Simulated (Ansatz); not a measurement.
H3OSb (SMILES [OH][SbH2]) moved off its minimum; all values from Ansatz (an electronic-structure program), cores frozen in correlated methods. Elements past Kr take the def2 small-core potentials, without spin–orbit coupling.
(charge 0, multiplicity 1)
```xyz
5

Sb    -0.0779    -0.0738     0.0032
H     -1.4856    -0.0873    -0.7477
H      0.4737    -1.5214    -0.7220
O      0.9420     1.0937    -0.9699
H      1.1435     1.7533    -0.2465
```

Forces at MP2/def2-TZVPPD (eV/Å):

| atom | Fx | Fy | Fz |
|---|---|---|---|
| Sb1 | -0.853 | -3.710 | 4.133 |
| H2 | -1.743 | 0.076 | -1.397 |
| H3 | -0.099 | 0.106 | -0.120 |
| O4 | 2.523 | 4.141 | -0.875 |
| H5 | 0.172 | -0.613 | -1.741 |

Q: Give the forces (eV/Å), the total energy and the dipole at CCSD(T)/def2-TZVPPD.

A: 
```csv
atom,Fx,Fy,Fz
Sb1,-0.777,-3.565,4.237
H2,-1.858,0.079,-1.456
H3,-0.045,-0.027,-0.185
O4,2.510,4.142,-0.824
H5,0.169,-0.629,-1.772
```
Energy -316.2875 hartree, dipole 1.22 D.
